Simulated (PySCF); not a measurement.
## Electronic structure of Ga+ (gallium, charge +1) at the B3LYP level

Configuration: [Ar] 3d10 4s2, closed-shell 1S. Computed with PySCF 2.14 in x2c-TZVPall (6s5p4d1f, 48 functions), with the spin-free X2C one-electron Hamiltonian (Gaussian nucleus).

| Property | Result |
| --- | --- |
| Total energy | -1943.655 hartree |
| One-electron energy | -2698.162 hartree |
| Hartree (Coulomb) energy | 830.408 hartree |
| Exchange-correlation energy | -75.901 hartree |
| ⟨S²⟩ | 0.0000 |
| ⟨L²⟩ | 0.000 |
| Sum of ⟨r⟩ | 19.56 bohr |
| Sum of ⟨r²⟩ | 24.53 bohr² |
| Langevin diamagnetic susceptibility | -19.4 ×10⁻⁶ cm³/mol |
| Time after the integrals | 0.56 s of wall time on 1 thread of Neoverse-V1 (shared host) |

```tsv
shell	electrons	mean orbital energy (hartree)	rms radius, mean of both spins (bohr)
1s	2	-377.60265	0.0560
2s	2	-47.30663	0.236
2p	6	-41.21333	0.211
3s	2	-5.97935	0.699
3p	6	-4.12460	0.737
3d	10	-1.11249	0.916
4s	2	-0.63276	2.40
```

Densities and radii are taken from the X2C orbitals without a picture-change correction, which distorts them close to the nucleus.
